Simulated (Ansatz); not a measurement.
Born–Oppenheimer molecular dynamics of FH$_{5}$W (7 atoms, charge 0, multiplicity 1). It starts at the highest image of a converged band, a first-order saddle point between two minima.

The calculation used RKS BLYP/def2-SVP in Ansatz 0.2.0.

```json
{
 "ensemble": "NVE (velocity Verlet)",
 "time step": "0.5 fs",
 "steps asked": "200",
 "starting velocities drawn for": "100 K",
 "seed": "7319"
}
```

Frames 5 fs apart, positions in Å, forces in eV/Å.

Velocities at 0 fs (Å/ps):

```
W -0.11 0.04 -0.04
H 4.07 -22.48 -6.94
H -6.12 -2.96 4.45
H 8.06 -7.93 -14.77
H -0.01 3.98 0.88
F 0.97 1.02 0.54
H -4.02 2.86 12.99
```

```xyz
7
Properties=species:S:1:pos:R:3:forces:R:3 time_fs=0 energy_less_start_eV=0.000 T=100
W -0.070 -0.297 0.119 0.00 0.02 0.00
H 0.798 -0.169 1.572 0.00 0.00 0.00
H 1.271 0.716 0.152 0.00 0.01 0.01
H -0.165 1.476 0.181 0.00 0.00 0.00
H -1.617 0.425 0.144 0.00 -0.01 0.00
F -0.115 -2.211 0.053 -0.01 -0.01 0.00
H 0.798 -0.070 -1.321 0.00 0.00 0.00
7
Properties=species:S:1:pos:R:3:forces:R:3 time_fs=5 energy_less_start_eV=0.022 T=66
W -0.071 -0.297 0.119 -0.38 -0.40 0.48
H 0.822 -0.275 1.551 0.00 0.15 0.21
H 1.256 0.709 0.173 0.23 0.09 -0.03
H -0.128 1.457 0.104 -0.09 0.32 -0.09
H -1.614 0.443 0.152 0.05 -0.02 0.08
F -0.111 -2.207 0.055 -0.05 -0.15 -0.24
H 0.794 -0.054 -1.284 0.24 0.00 -0.41
7
Properties=species:S:1:pos:R:3:forces:R:3 time_fs=10 energy_less_start_eV=0.017 T=73
W -0.072 -0.297 0.120 0.77 0.37 0.42
H 0.839 -0.345 1.568 -0.24 0.23 -0.06
H 1.282 0.717 0.187 -0.11 -0.14 -0.07
H -0.110 1.494 0.005 -0.11 -0.21 -0.18
H -1.601 0.458 0.178 -0.01 0.02 0.10
F -0.107 -2.204 0.054 -0.10 -0.10 -0.46
H 0.831 -0.042 -1.317 -0.19 -0.17 0.25
7
Properties=species:S:1:pos:R:3:forces:R:3 time_fs=15 energy_less_start_eV=-0.042 T=165
W -0.072 -0.297 0.121 0.58 0.48 0.86
H 0.806 -0.361 1.580 -0.14 0.24 0.02
H 1.293 0.696 0.182 -0.05 -0.11 -0.08
H -0.118 1.488 -0.138 -0.10 -0.45 -0.34
H -1.592 0.477 0.226 -0.02 0.01 0.04
F -0.104 -2.202 0.048 -0.12 -0.05 -0.67
H 0.833 -0.066 -1.308 -0.15 -0.14 0.17
7
Properties=species:S:1:pos:R:3:forces:R:3 time_fs=20 energy_less_start_eV=-0.220 T=440
W -0.071 -0.296 0.123 -0.40 -0.16 1.80
H 0.745 -0.319 1.601 0.10 0.21 0.22
H 1.299 0.654 0.159 0.27 0.10 -0.06
H -0.152 1.386 -0.367 -0.10 -0.22 -0.63
H -1.586 0.498 0.282 0.03 -0.02 -0.06
F -0.102 -2.201 0.033 -0.12 0.07 -0.85
H 0.808 -0.120 -1.272 0.24 0.02 -0.42
7
Properties=species:S:1:pos:R:3:forces:R:3 time_fs=25 energy_less_start_eV=-0.523 T=909
W -0.071 -0.296 0.128 0.48 -0.12 1.00
H 0.698 -0.225 1.660 0.00 0.23 -0.14
H 1.352 0.626 0.123 -0.04 -0.07 0.00
H -0.211 1.219 -0.731 -0.15 -0.48 -0.21
H -1.577 0.516 0.326 0.00 -0.01 -0.14
F -0.103 -2.198 0.007 -0.19 0.53 -0.64
H 0.821 -0.175 -1.306 -0.09 -0.07 0.13
7
Properties=species:S:1:pos:R:3:forces:R:3 time_fs=30 energy_less_start_eV=-0.615 T=1051
W -0.071 -0.296 0.133 0.89 -0.51 -0.73
H 0.651 -0.076 1.693 -0.09 0.30 -0.25
H 1.400 0.586 0.087 -0.21 -0.09 0.06
H -0.306 0.944 -1.132 -0.13 -0.45 0.81
H -1.566 0.531 0.337 -0.03 -0.01 -0.18
F -0.106 -2.189 -0.026 -0.28 0.81 -0.07
H 0.821 -0.244 -1.319 -0.16 -0.06 0.35
7
Properties=species:S:1:pos:R:3:forces:R:3 time_fs=35 energy_less_start_eV=-0.537 T=930
W -0.069 -0.296 0.138 0.18 -1.49 -0.94
H 0.585 0.146 1.673 -0.13 0.37 -0.05
H 1.407 0.532 0.064 0.08 0.20 0.05
H -0.431 0.576 -1.357 -0.10 0.30 0.91
H -1.562 0.543 0.305 0.00 -0.02 -0.12
F -0.112 -2.170 -0.060 -0.32 0.54 0.46
H 0.795 -0.325 -1.267 0.29 0.10 -0.31
7
Properties=species:S:1:pos:R:3:forces:R:3 time_fs=40 energy_less_start_eV=-0.452 T=800
W -0.067 -0.298 0.142 0.78 -1.03 -1.13
H 0.483 0.448 1.633 -0.39 0.05 -0.23
H 1.426 0.518 0.054 0.01 0.17 0.15
H -0.584 0.273 -1.382 -0.19 0.77 0.24
H -1.558 0.550 0.248 0.03 -0.06 0.12
F -0.122 -2.145 -0.089 -0.34 -0.21 0.92
H 0.822 -0.380 -1.268 0.09 0.31 -0.08
7
Properties=species:S:1:pos:R:3:forces:R:3 time_fs=45 energy_less_start_eV=-0.396 T=712
W -0.063 -0.302 0.144 1.15 0.88 -2.19
H 0.295 0.756 1.542 -0.41 -0.57 -0.29
H 1.444 0.540 0.084 -0.22 -0.10 0.38
H -0.775 0.137 -1.334 0.02 0.45 0.13
H -1.548 0.545 0.222 0.01 -0.02 0.43
F -0.137 -2.123 -0.106 -0.26 -1.11 1.25
H 0.867 -0.362 -1.287 -0.29 0.47 0.28
7
Properties=species:S:1:pos:R:3:forces:R:3 time_fs=50 energy_less_start_eV=-0.456 T=806
W -0.059 -0.304 0.143 -0.37 1.80 -2.47
H 0.019 0.939 1.394 0.04 -0.67 0.21
H 1.421 0.544 0.203 0.05 -0.09 0.51
H -0.959 0.109 -1.252 0.37 0.10 0.19
H -1.534 0.533 0.292 0.03 -0.02 0.43
F -0.155 -2.114 -0.107 -0.05 -1.62 1.33
H 0.856 -0.235 -1.259 -0.06 0.50 -0.21
7
Properties=species:S:1:pos:R:3:forces:R:3 time_fs=55 energy_less_start_eV=-0.562 T=969
W -0.055 -0.304 0.139 -0.92 1.31 -1.90
H -0.248 0.970 1.299 0.53 -0.42 0.79
H 1.405 0.526 0.436 0.05 -0.07 0.26
H -1.065 0.115 -1.136 0.25 0.25 -0.28
H -1.516 0.512 0.457 -0.02 -0.21 -0.01
F -0.173 -2.125 -0.091 0.18 -1.18 1.18
H 0.824 0.010 -1.266 -0.05 0.33 -0.05
```

Of the whole run (100 fs, mean temperature of the second half 1012 K): The conserved energy stayed within 0.058 meV per atom of its start (net change -0.033 meV per atom), so the integration is sound. The kinetic energy rose, since the run started high on the potential surface and went downhill. A run of 0.1 ps of so small a system gives no equilibrium averages. The orbitals stay closed-shell, which can raise the energy where a bond breaks towards radicals; this wasn't checked here.

The run took 6.6 min on 1 thread of Arm Neoverse V2, on a shared host, peak memory 0.11 GiB.
